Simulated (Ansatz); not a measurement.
Isolated molecules relaxed with PBE0-D4/def2-TZVP in Ansatz; ΔE leaves out vibrations. CCSD(T)/CBS adds triple-zeta CCSD(T) − MP2 to the extrapolated MP2 energy (def2 sets, frozen cores). This one scheme is used for every species. Functionals use def2-TZVPP. B3LYP here is the variant with VWN-RPA as its local correlation; programs differ in this. HSE06 is defined as in plane-wave codes. For Ga outer-core shells are correlated without core-valence functions, which leaves a few kJ/mol of doubt a bond. Scalar relativity is left out up to krypton. One conformer a species, not always the lowest.

Consider the cleavage of the Ga–B bond: `[CH3][GaH][BH]N` + CH₃OH → `C[O][GaH][CH3]` + `BN`.

Is it downhill or uphill in electronic energy at CCSD(T)/CBS, and by how much? (Estimate.)

The calculation gave: Downhill: ΔE = -22.4 kcal/mol.

What do these levels give: LDA (SPW92), B97M-V, CAM-B3LYP-D4, ωB97X-V, PBE-QIDH, BLYP, B3LYP, r2SCANh, HSE06, CAM-B3LYP, CCSD/def2-TZVPP, HF/CBS(def2)? (An estimate is asked.)

The calculation gave: LDA (SPW92) -21.1, B97M-V -23.4, CAM-B3LYP-D4 -24.2, ωB97X-V -23.1, PBE-QIDH -22.3, BLYP -23.0, B3LYP -22.9, r2SCANh -22.8, HSE06 -20.1, CAM-B3LYP -24.0, CCSD/def2-TZVPP -23.2, HF/CBS(def2) -25.5 kcal/mol.

Largest T1 diagnostic among the species: 0.014.

From BLYP to BHLYP (50 % exact exchange), in def2-TZVPP and without D4, ΔE moves by −0.8 kcal/mol. At CCSD(T), def2-SVP lies −3.6 kcal/mol from the extrapolated value and def2-TZVPP −0.9 kcal/mol. Leaving LDA and LC-ωPBE aside and taking each functional with its dispersion term where it has one, the values, not all of them listed here, spread over 3.9 kcal/mol, from B2PLYP to HSE06-D4. LDA lies −0.9 kcal/mol from PBE without D4.
